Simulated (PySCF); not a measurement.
Gas-phase reaction: GaH + 2 H + NH3 ⇌ GaH3.NH3. Level: M06-2X/def2-TZVP†; standard pressure 1 bar.

Method: PySCF energies plus ideal-gas RRHO corrections (1 bar). † marks an energy on the PBE0/def2-TZVP geometry and frequencies. Open shells (unrestricted): H (multiplicity 2); the rest are closed-shell singlets. Ga: all electrons, no relativistic terms. Adducts (GaH3.NH3) have no counterpoise correction, and HF, PBE, BLYP, B3LYP and PBE0 lack dispersion. GaH, GaH3.NH3: computed as isolated molecules; such fragments, hydroxides, amides, oligomers or adducts are transient or little studied in the gas. The harmonic model lacks anharmonicity and excited electronic states, which grow with temperature; levels with a mode under 35 cm⁻¹ are left out. Soft modes under 120 cm⁻¹ make the harmonic entropy rough for GaH3.NH3.

```
T (K)  1000/T (1/K)  log10 K
-----  ------------  -------
800          1.2500    20.67
1000         1.0000    12.90
1200         0.8333     7.73
1400         0.7143     4.06
1600         0.6250        ?
1800         0.5556    -0.81
```

**Question.** Fit log10 K = a + b·(1000/T) to the five rows, get the mean ΔH° and ΔS°, and predict log10 K at 1600 K.

**Answer.** Means: 1000/T = 0.8706, log10 K = 8.910. Sums of products about the means: Sxy = 8.84192, Sxx = 0.285735, so b = Sxy/Sxx = 30.94 and a = 8.910 − (30.94)×0.8706 = -18.03.
ΔH° = −R ln 10 × 1000 K × b = −19.145 × (30.94) = -592 kJ; ΔS° = R ln 10 × a = -345 J/K. The run's own values go from -596 kJ and -349 J/K at 800 K to -584 kJ and -340 J/K at 1800 K.
Prediction at 1600 K: -18.03 + (30.94)×0.6250 = 1.31. The computed value is 1.31, 0.00 from the line.
For scale, ΔH°(298 K) is -591 kJ at this level, -597 kJ at ωB97M-V/def2-TZVP†, and runs from -678 to -474 kJ over the 20 levels computed.
